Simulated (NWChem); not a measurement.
Program: NWChem. System: CdS, charge 0, spin multiplicity 1, displaced from the optimised geometry. The structure started from a generated list of species. Level: PBE0/def2-TZVP with def2 effective core potentials on Cd.

Input file:

```
start mol
memory heap 200 mb stack 900 mb global 1100 mb
geometry units angstroms nocenter noautoz
  Cd     0.000000     0.000000     0.575237
  S      0.000000     0.000000    -1.725711
  symmetry group C2v
end
basis spherical
  * library def2-tzvp
end
ecp
  Cd library def2-ecp
end
dft
  xc pbe0
  semidirect memsize 60000000 filesize 0
  iterations 100
  convergence energy 1e-9 density 1e-8 gradient 1e-7
end
task dft gradient
```

NWChem printed:

```
             Northwest Computational Chemistry Package (NWChem) 7.3.0
             --------------------------------------------------------

                                NWChem Input Module
                                -------------------

 Scaling coordinates for geometry "geometry" by  1.889725989
 (inverse scale =  0.529177249)

 Turning off AUTOSYM since
 SYMMETRY directive was detected!

                             Geometry "geometry" -> ""
                             -------------------------

 Output coordinates in angstroms (scale by  1.889725989 to convert to a.u.)

  No.       Tag          Charge          X              Y              Z
 ---- ---------------- ---------- -------------- -------------- --------------
    1 Cd                  48.0000     0.00000000     0.00000000     0.57523700
    2 S                   16.0000     0.00000000     0.00000000    -1.72571100

 Effective nuclear repulsion energy (a.u.)     176.6263849647

            Nuclear Dipole moment (a.u.)
            ----------------------------
        X                 Y               Z
 ---------------- ---------------- ----------------
     0.0000000000     0.0000000000    -0.0000000000

      Symmetry information
      --------------------

 Group name             C2v
 Group number             16
 Group order               4
 No. of unique centers     2

      Symmetry unique atoms

     1    2


 Summary of "ao basis" -> "" (spherical)
 ------------------------------------------------------------------------------
       Tag                 Description            Shells   Functions and Types
 ---------------- ------------------------------  ------  ---------------------
 *                         def2-tzvp                  on all atoms

                                 NWChem DFT Module
                                 -----------------

 Summary of "ao basis" -> "ao basis" (spherical)
 ------------------------------------------------------------------------------
       Tag                 Description            Shells   Functions and Types
 ---------------- ------------------------------  ------  ---------------------
[...]
     2   0 1 1      0.000000      0.000000      0.000000      0.000000
     2   0 0 2    -25.130418   -109.461053   -109.461053    193.791688

  itol2e modified to match energy
  convergence criterion.

            General Information
            -------------------
          SCF calculation type: DFT
          Wavefunction type:  closed shell.
          No. of atoms     :     2
          No. of electrons :    36
           Alpha electrons :    18
            Beta electrons :    18
          Charge           :     0
          Spin multiplicity:     1
          Use of symmetry is: on ; symmetry adaption is: on
          Maximum number of iterations: 100
          AO basis - number of functions:    77
                     number of shells:    27
          Convergence on energy requested:  1.00D-09
          Convergence on density requested:  1.00D-08
          Convergence on gradient requested:  1.00D-07

              XC Information
              --------------
                         PBE0 Method XC Functional
                     Hartree-Fock (Exact) Exchange  0.250
          PerdewBurkeErnzerhof Exchange Functional  0.750
            Perdew 1991 LDA Correlation Functional  1.000 local
           PerdewBurkeErnz. Correlation Functional  1.000 non-local

             Grid Information
             ----------------
          Grid used for XC integration:  medium
          Radial quadrature: Mura-Knowles
          Angular quadrature: Lebedev.
          Tag              B.-S. Rad. Rad. Pts. Rad. Cut. Ang. Pts.
          ---              ---------- --------- --------- ---------
          Cd                  1.55      123           9.0       590
          S                   1.00       88          10.0       590
          Grid pruning is: on
          Number of quadrature shells:   211
          Spatial weights used:  Erf1

          Convergence Information
          -----------------------
          Convergence aids based upon iterative change in
          total energy or number of iterations.
          Levelshifting, if invoked, occurs when the
          HOMO/LUMO gap drops below (HL_TOL):  1.00D-02
          DIIS, if invoked, will attempt to extrapolate
          using up to (NFOCK): 10 stored Fock matrices.

                    Damping( 0%)  Levelshifting(0.5)       DIIS
                  --------------- ------------------- ---------------
          dE  on:    start            ASAP                start
          dE off:    2 iters        100 iters           100 iters

      Screening Tolerance Information
      -------------------------------
          Density screening/tol_rho:  1.00D-12
          AO Gaussian exp screening on grid/accAOfunc:  21
          CD Gaussian exp screening on grid/accCDfunc:  20
          XC Gaussian exp screening on grid/accXCfunc:  20
          Schwarz screening/accCoul:  1.00D-10

                            NWChem DFT Gradient Module
                            --------------------------

  charge          =   0.00
  wavefunction    = closed shell

  Using symmetry

                         DFT ENERGY GRADIENTS

    atom               coordinates                        gradient
                 x          y          z           x          y          z
   1 Cd      0.000000   0.000000   1.087040    0.000000   0.000000   0.014372
   2 S       0.000000   0.000000  -3.261121    0.000000   0.000000  -0.014372

                 ----------------------------------------
                 |  Time  |  1-e(secs)   |  2-e(secs)   |
                 ----------------------------------------
                 |  CPU   |       0.02   |       5.23   |
                 ----------------------------------------
                 |  WALL  |       0.02   |       5.23   |
                 ----------------------------------------

 Task  times  cpu:       10.1s     wall:       10.1s

 Total times  cpu:       10.2s     wall:       10.2s
```
